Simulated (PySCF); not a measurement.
Delta-SCF ions had no search for a lower state. Excitations are Tamm–Dancoff values on a coarser integration grid. The basis has no diffuse functions, so Rydberg states are missing or too high.

Cartesian coordinates (Å):
```xyz
13

N      2.4045     1.2788     1.6031
C      2.0970     0.3881     0.9377
C      1.7075    -0.7053     0.1166
C      0.6207    -0.6646    -0.6663
C     -0.3377     0.4615    -0.7673
Si    -1.8666     0.1605     0.3221
H      2.3363    -1.5848     0.1518
H      0.3983    -1.5512    -1.2505
H     -0.6867     0.5796    -1.7961
H      0.1156     1.4024    -0.4485
H     -1.4531     0.0787     1.7388
H     -2.8278     1.2712     0.1339
H     -2.5080    -1.1148    -0.0753
```
Charge 0, spin multiplicity 1.

Task: What is the computed HOMO–LUMO gap, vertical ionisation energy (Delta-SCF), dipole moment, brightest of the four lowest singlets (TDA) and HOMO (PBE-D3(BJ)/def2-TZVP // B3LYP-D3(BJ)/def2-TZVP (PySCF))?

Result: 
```yaml
HOMO–LUMO gap: 4.25 eV
vertical ionisation energy (Delta-SCF): 9.45 eV
dipole_moment: 4.05 D
brightest of the four lowest singlets (TDA): 5.74 eV
HOMO: -6.64 eV
```
